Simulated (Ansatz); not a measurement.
Species: fluoroboronic acid, sum formula H₂BO₂F (charge 0, singlet). SMILES: OB(O)F
Coordinates optimised at B3LYP-D3(BJ)/def2-TZVP (Ansatz, a quantum-chemistry and plane-wave program):
```xyz
6

B     -0.0174     0.0136     0.0008
F      0.3228     1.3060     0.0664
O     -1.3369    -0.2935    -0.0072
O      0.9426    -0.9533    -0.0556
H     -1.5039    -1.2399    -0.0557
H      1.8407    -0.6079    -0.0430
```
Charge 0, spin multiplicity 1.

CCSD(T) with Ansatz in growing basis sets, 24 correlated electrons. Correlated levels leave the core frozen unless marked. UHF or UKS for open shells. No spin-orbit coupling. Non-relativistic. Costs are ratios of core time to the smallest set, on shared machines of one kind, and rough; they hold the program's checks for lower states.

```tsv
basis	functions	cost over smallest	E(corr) (Eh)	electronic atomisation energy (kcal/mol)
cc-pVTZ	148	1×	-0.8586	629.4
cc-pVQZ	280	7×	?	?
```

What does the step to cc-pVQZ buy, and how does its cost grow by formal scaling?

Formally CCSD grows as o²v⁴ and (T) as o³v⁴; with o = 12 and v going from 132 to 264 both grow 16-fold in the last step, while integrals and the mean field grow more slowly. That step adds 66.2 mEh of correlation energy and 10.3 kcal/mol to the atomisation energy. Row: E(corr) (Eh) -0.9248, electronic atomisation energy (kcal/mol) 639.7.
